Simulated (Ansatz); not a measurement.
Gas-phase electronic energies from Ansatz, PBE0-D4/def2-TZVP geometries. CBS: MP2 limit from def2 TZ/QZ plus the TZ coupled-cluster correction, frozen cores. def2 core potentials past Kr. For Ge, Te outer-core shells are correlated without core-valence functions, which leaves a few kJ/mol of doubt a bond. Scalar relativity is left out up to krypton. One conformer a species, not always the lowest.

Consider the ligand exchange at a Ge–Te bond: `[GeH3][TeH]` + `N=C1O[SiH2]1` → `[GeH3]/[N]=C1\O[SiH2]1` + H₂Te.

```tsv
species	MP2/def2-TZVPP energy (Eh)
`[GeH3][TeH]`	-2345.44375
`N=C1O[SiH2]1`	-458.60230
`[GeH3]/[N]=C1\O[SiH2]1`	-2535.39726
H₂Te	-268.63117
```

(1) Work out ΔE.

Largest T1 diagnostic among the species: 0.017.

Answers

(1) ΔE = (-2535.39726) + (-268.63117) − (-2345.44375) − (-458.60230) = 0.01762 Eh = +0.48 eV. CCSD(T)/CBS gives +0.54 eV.

Leaving LDA and LC-ωPBE aside and taking each functional with its dispersion term where it has one, the values, not all of them listed here, spread over 0.16 eV, from B97M-V to HSE06-D4. LDA lies −0.04 eV from PBE without D4. At CCSD(T), def2-SVP lies −0.09 eV from the extrapolated value and def2-TZVPP −0.08 eV. In def2-TZVPP, CCSD(T) changes the Hartree–Fock value by −0.08 eV (the triples alone add −0.02 eV) and MP2 by −0.06 eV.
